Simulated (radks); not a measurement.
All-electron atom: Dy2+ in [Xe] 4f10 (the NIST ground configuration).

Method: scalar-relativistic Kohn-Sham, Wu-Cohen GGA, spin-polarised, spherical densities, point nucleus; open shells are filled with parallel spins first (spin-orbit coupling, left out, can overturn this in heavy ions); computed with a radial shooting solver on a logarithmic mesh with Libxc functionals.

Energy parts (hartree):
| part | energy |
|---|---|
| total | -12155.7157 |
| kinetic | 13115.4069 |
| electron-nucleus | -29718.0030 |
| Hartree | 4708.7229 |
| exchange-correlation | -261.8425 |

Orbitals (lengths in bohr, moments of r in powers of bohr; <r^-3> diverges for s and p1/2):
orbital  occ.  eigenvalue (hartree)  <r^-3>
1s down     1             -1972.385       -
1s up       1             -1972.385       -
2s up       1             -328.8608       -
2s down     1             -328.8594       -
2p up       3             -291.8725   12810
2p down     3             -291.8714   12810
3s up       1             -73.60855       -
3s down     1             -73.55124       -
3p up       3             -62.25435    2723
3p down     3             -62.19736    2726
3d up       5             -47.64161   364.5
3d down     5             -47.59773   365.0
4s up       1             -15.01142       -
4s down     1             -14.88437       -
4p up       3             -11.27360   611.0
4p down     3             -11.14804   610.3
4d up       5              -6.18386   68.41
4d down     5              -6.06073   68.24
5s up       1              -2.34535       -
5s down     1              -2.28315       -
5p up       3              -1.46910   78.67
5p down     3              -1.42340   75.67
4f up       7              -0.67320   9.131
4f down     3              -0.56724   8.807

The highest occupied level is 4f down at -15.435 eV. For comparison, the ionisation energy in NIST's Atomic Spectra Database is 22.89 eV (semi-empirical). In exact Kohn-Sham theory the highest level is minus the ionisation energy, but local and semilocal functionals leave it too shallow, through self-interaction and a potential that decays too fast; potentials with the right tail come closer.
